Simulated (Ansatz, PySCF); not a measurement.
Breaking a bond: CH (cation, charge +1), singlet.

- UHF/cc-pVTZ (Ansatz, an electronic-structure program)
- RHF/cc-pVTZ (Ansatz)
- UKS-BLYP = unrestricted BLYP/cc-pVTZ (Ansatz)
- RKS-BLYP = restricted BLYP/cc-pVTZ (Ansatz)
- UKS-CAM-B3LYP = Ansatz with unrestricted CAM-B3LYP/cc-pVTZ
- RKS-CAM-B3LYP = Ansatz with restricted CAM-B3LYP/cc-pVTZ
- UKS-PBE = unrestricted PBE/cc-pVTZ (Ansatz)
- RKS-PBE = restricted PBE/cc-pVTZ (Ansatz)
- UKS-B3LYP/6-31G* = unrestricted B3LYP/6-31G*, spherical d run with PySCF
- RKS-B3LYP/6-31G* = restricted B3LYP/6-31G*, spherical d (PySCF)
- UKS-LDA (SVWN5)/6-31G* = unrestricted LDA (SVWN5)/6-31G*, spherical d (PySCF 2.14.0)
- RKS-LDA (SVWN5)/6-31G* = restricted LDA (SVWN5)/6-31G*, spherical d run with PySCF

Scanned distances (Å): 0.86, 0.91, 0.95, 1.02, 1.06, 1.09, 1.14, 1.18, 1.19, 1.28, 1.33, 1.42, 1.54, 1.73, 1.88, 2.05, 2.30, 2.48, 2.85, 3.09, 3.45, 3.97, 4.50.

Where does the unrestricted solution first break spin symmetry (<S²> of 0.01 or more)?

UHF: already at 0.86 Å; UKS-BLYP: already at 0.86 Å; UKS-CAM-B3LYP: already at 0.86 Å; UKS-PBE: already at 0.86 Å; UKS-B3LYP/6-31G*: already at 0.86 Å; UKS-LDA (SVWN5)/6-31G*: already at 0.86 Å.

```tsv
R / Å	<S²> UHF	E(RHF) − E(UHF) / eV	<S²> UKS-BLYP	E(RKS-BLYP) − E(UKS-BLYP) / eV	<S²> UKS-CAM-B3LYP	E(RKS-CAM-B3LYP) − E(UKS-CAM-B3LYP) / eV	<S²> UKS-PBE	E(RKS-PBE) − E(UKS-PBE) / eV	<S²> UKS-B3LYP/6-31G*	E(RKS-B3LYP/6-31G*) − E(UKS-B3LYP/6-31G*) / eV	<S²> UKS-LDA (SVWN5)/6-31G*	E(RKS-LDA (SVWN5)/6-31G*) − E(UKS-LDA (SVWN5)/6-31G*) / eV
0.86	0.55	0.327	0.32	0.079	0.32	0.080	0.39	0.118	0.32	0.082	0.22	0.030
0.91	0.54	0.316	0.31	0.072	0.31	0.074	0.38	0.108	0.31	0.074	0.20	0.024
0.95	0.54	0.308	0.30	0.066	0.30	0.069	0.37	0.101	0.30	0.068	0.19	0.019
1.02	0.53	0.295	0.28	0.058	0.29	0.062	0.35	0.089	0.28	0.059	0.16	0.013
1.06	0.53	0.289	0.28	0.054	0.29	0.059	0.34	0.083	0.28	0.055	0.14	0.011
1.09	0.53	0.284	0.27	0.052	0.28	0.057	0.34	0.080	0.27	0.052	0.13	0.009
1.14	0.53	0.278	0.26	0.048	0.28	0.054	0.33	0.074	0.26	0.049	0.12	0.007
1.18	0.53	0.273	0.26	0.045	0.28	0.052	0.32	0.070	0.26	0.046	0.11	0.006
1.19	0.53	0.272	0.26	0.045	0.27	0.052	0.32	0.070	0.26	0.046	0.11	0.005
1.28	0.53	0.266	0.25	0.042	0.27	0.050	0.32	0.065	0.25	0.043	0.09	0.004
1.33	0.53	0.264	0.25	0.042	0.28	0.050	0.32	0.064	0.26	0.042	0.09	0.004
1.42	0.54	0.264	0.26	0.044	0.29	0.053	0.32	0.065	0.26	0.044	0.10	0.005
1.54	0.55	0.271	0.29	0.052	0.32	0.062	0.35	0.074	0.29	0.051	0.14	0.008
1.73	0.77	0.370	0.36	0.080	0.39	0.090	0.41	0.106	0.36	0.076	0.23	0.024
1.88	0.98	0.707	0.43	0.116	0.48	0.126	0.47	0.146	0.42	0.109	0.32	0.049
2.05	1.06	1.207	0.57	0.177	0.72	0.268	0.55	0.203	0.65	0.209	0.42	0.091
2.30	1.04	1.887	0.84	0.379	0.97	0.625	0.93	0.424	0.91	0.505	0.68	0.194
2.48	1.02	2.316	0.99	0.571	1.01	0.899	1.01	0.654	1.01	0.750	0.86	0.343
2.85	1.01	3.028	1.00	0.909	1.01	1.333	1.00	1.010	1.00	1.147	1.00	0.678
3.09	1.01	3.379	1.00	1.060	1.00	1.538	1.00	1.169	1.00	1.326	1.00	0.842
3.45	1.01	3.771	1.00	1.215	1.00	1.762	1.00	1.332	1.00	1.513	1.00	1.012
3.97	1.01	4.130	1.00	1.342	1.00	1.965	1.00	1.465	1.00	1.666	1.00	1.151
4.50	1.01	4.334	1.00	1.406	1.00	2.083	1.00	1.530	1.00	1.743	1.00	1.219
```
